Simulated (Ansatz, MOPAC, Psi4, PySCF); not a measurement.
Complex: H3NSe (SMILES N[SeH]) (first 5 atoms) with HF (SMILES F); geometry from B3LYP-D3(BJ)/def2-TZVP, rigid monomers moved along the line of their centres of mass till N1···H7 is 1.94 Å.
(charge 0, multiplicity 1):
```tsv
atom	x (Å)	y (Å)	z (Å)
N	-1.0014	0.6000	0.7596
Se	-0.2006	-0.9469	0.0494
H	-0.8263	1.3977	0.1597
H	-2.0012	0.4682	0.8594
H	-0.9287	-0.9973	-1.2400
F	0.1094	1.1604	3.3697
H	-0.2877	1.0164	2.5114
```

```
level                                  interaction energy (kJ/mol)  minus CCSD(T)/CBS(aug-cc-pVDZ, aug-cc-pVTZ)   cost
-------------------------------------  ---------------------------  -------------------------------------------  -----
PM6                                                          -13.2                                         28.3      -
PM7                                                          -22.7                                         18.8      -
HF/6-31G* (no counterpoise)                                  -41.9                                         -0.3      -
HF/aug-cc-pVDZ                                               -35.0                                          6.6      -
PBE/def2-TZVPPD                                              -43.3                                         -1.7     ×1
PBE-D4/def2-TZVPPD                                           -45.7                                         -4.1     ×1
BP86/6-31G* (no counterpoise)                                -45.8                                         -4.2      -
r2SCAN/def2-TZVPPD                                           -43.4                                         -1.8     ×2
r2SCAN-D4/def2-TZVPPD                                        -44.1                                         -2.5     ×2
B3LYP-D4/def2-TZVPPD                                         -44.7                                         -3.1     ×2
PBE0/def2-TZVPPD                                             -43.0                                         -1.4     ×1
PBE0-D3(BJ)/def2-TZVPPD                                      -45.5                                         -3.9     ×1
MP2/6-31G*                                                   -40.2                                          1.4      -
MP2/6-31G* (no counterpoise)                                 -48.8                                         -7.2      -
MP2/aug-cc-pVDZ                                              -39.5                                          2.1      -
MP2/aug-cc-pVTZ                                              -41.3                                          0.3      -
SCS-MP2/aug-cc-pVDZ                                          -37.1                                          4.4      -
CCSD(T)/aug-cc-pVTZ                                          -40.7                                          0.9  ×200*
CCSD(T)/CBS(aug-cc-pVDZ, aug-cc-pVTZ)                        -41.6                                          0.0  ×200*
SAPT0/aug-cc-pVDZ                                            -44.9                                         -3.3      -
```

 The comparison column counts from a level with limits of its own.

The rows run from -48.8 (MP2/6-31G* (no counterpoise)) to -13.2 kJ/mol (PM6). From aug-cc-pVDZ to aug-cc-pVTZ MP2 changes by -1.7. The dispersion term adds -2.4 in PBE-D4, -0.8 in r2SCAN-D4, -2.5 in PBE0-D3(BJ). The 3 functionals in def2-TZVPPD without D3 or D4 span 0.4, from r2SCAN to PBE0.

Counterpoise-corrected where a basis set is named; no monomer relaxation. Rows marked so take none.

Frozen-core correlation. Filled d and f shells under p-block atoms count as core. CBS(a, b) extrapolates the correlation energy as X⁻³ and adds the Hartree–Fock energy of set b. Rows in 6-31G* carry no dispersion term and start afresh at each structure (6-31G* with six Cartesian d functions); the Pople sets are all-electron and without relativity. MP2/6-31G* freezes PySCF's default core, which leaves 3d correlated. The state reached by PM6, PM7 isn't checked; PM7 holds dispersion and hydrogen-bond terms.

Run with Ansatz (Gaussian basis) for Hartree–Fock, density functionals and correlated methods; MOPAC for PM6, PM7 (differences of heats of formation); Psi4 for SAPT; PySCF for 6-31G* rows, the dispersion terms. 

Costs are rough ratios of core time to PBE/def2-TZVPPD (about 4 s over the structures, on one shared machine); a dash marks a level with no comparable run of its own. A star marks coupled-cluster runs past 200 virtual orbitals, where the program's memory plan changes under this machine's limit, so their costs aren't comparable with smaller runs.

Ansatz is a program for electronic structure.
